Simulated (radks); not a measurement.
Numerical settings for the mercury ion Hg+, [Xe] 4f14 5d10 6s1. Method: Dirac Kohn-Sham, PBE, spin-unpolarised, spherical densities, finite nucleus; Fermi nuclear charge, rms radius 5.4648 fm; computed with a radial shooting solver on a logarithmic mesh with Libxc functionals. The defaults (mesh step 0.008 in ln r, mesh end at 40 bohr or more with all orbitals vanishing there, Anderson mixing 0.5 over 9 steps, residual threshold near 1e-9 with the energy settled to 1e-9 hartree or 1e-11 of itself, here a cap of 73 iterations) give E = -19656.967 hartree and 6s1/2 at -14.710 eV in 15 iterations. Run on one thread of a shared host, so times are rough (Arm Neoverse V2): 0.15 s of CPU time, 0.15 s wall, 15 iterations on 2360 mesh points. One setting is changed at a time: mesh step in ln r 0.03; mesh step in ln r 0.02; mesh step in ln r 0.005; mesh end (bohr) 1; mesh end (bohr) 3; residual threshold 0.1; residual threshold 0.01; mixing 0.2; linear mixing, mixing 0.8; linear mixing, mixing 0.2; mixing history 20; iteration cap 8. Which runs fail to converge, and which converge to a wrong energy?

Answer. Not converged within the cap: linear mixing, mixing 0.8; linear mixing, mixing 0.2; iteration cap 8. Settled on a wrong energy, with an occupied level pushed above zero by the early mesh end: mesh end (bohr) 1 (+284 hartree); mesh end (bohr) 3 (+1.12 hartree). Apart from these: no run marked as converged misses the energy by more than 1 mhartree.
